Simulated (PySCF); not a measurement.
Property card for `O=C1CCS[C@@H]1F`

Compound: C4H5FOS.
Cartesian coordinates in Å at the GFN2-xTB level; atoms count from 1:
```xyz
12
C4H5FOS angstrom
O      0.9406    2.1389    0.0154
C      0.5266    1.0182   -0.0186
C     -0.9240    0.6006   -0.0086
C     -1.0120   -0.9145    0.0251
S      0.4706   -1.5154   -0.8643
C      1.4553   -0.2092   -0.1146
F      1.8468   -0.5576    1.1583
H     -1.3743    0.9956   -0.9232
H     -1.4312    1.0690    0.8366
H     -0.9715   -1.3044    1.0422
H     -1.8884   -1.3065   -0.4831
H      2.3627   -0.0154   -0.6913
```

Among its groups: ketone, sulfide and C–F bond.

From GFN2-xTB geometry:

```
Point group of the GFN2-xTB geometry                  : C1
Rotational constants A, B, C of the GFN2-xTB geometry : 3.099, 2.204, 1.604 GHz
```

CAM-B3LYP/def2-SVPD ground state and vertical TDDFT (core frozen in the response) (PySCF):

```
Dipole moment                                                     : 2.94 D
HOMO energy                                                       : -8.76 eV
LUMO energy                                                       : -0.38 eV
HOMO–LUMO gap                                                     : 8.38 eV
Lowest singlet excitation                                         : 4.13 eV (300 nm, f = 0.002)
Strongest line among the 8 lowest singlet transitions             : S4 at 6.92 eV (179 nm, f = 0.043)
Lowest triplet excitation (Tamm–Dancoff)                          : 3.57 eV
Static isotropic polarisability                                   : 67.5 au
Electronic spatial extent ⟨r²⟩ about the centre of nuclear charge : 785 bohr²
```

Monoisotopic mass from the formula: 120.0045 u.

The 8 singlets span 4.13 to 7.72 eV, and their oscillator strengths add up to 0.17. With B = h/(8π²I), that is 505.379 GHz u Å² over I, the principal moments of inertia are 163.1, 229.3 and 315.1 u Å² (most abundant isotopes). The principal polarisabilities are 56.0, 69.4 and 77.1 au; their mean is the isotropic value. The vertical singlet–triplet gap S1 − T1 is 0.56 eV (TDDFT singlet less Tamm–Dancoff triplet; S1: HOMO−1→LUMO, weight 0.72; T1: HOMO−1→LUMO, weight 0.70). S1 lies 4.25 eV below the HOMO–LUMO gap; its leading configuration is HOMO−1→LUMO, weight 0.72. The polarisability is 10.00 Å³ as a volume (1 au = 0.148185 Å³), or 1.09 au for each of the 62 electrons. In atomic units the dipole is 1.16 e·bohr (1 au = 2.5417 D). No computed singlet falls in the visible range (750 to 380 nm, 1.65 to 3.26 eV); S1 lies 0.87 eV above its blue end.

The structure is a single GFN2-xTB conformer in the gas phase; no vibrational or solvent corrections.

For the TDDFT job (CAM-B3LYP/def2-SVPD), on an Arm Neoverse V1 with one thread (shared host), this took 34 s.
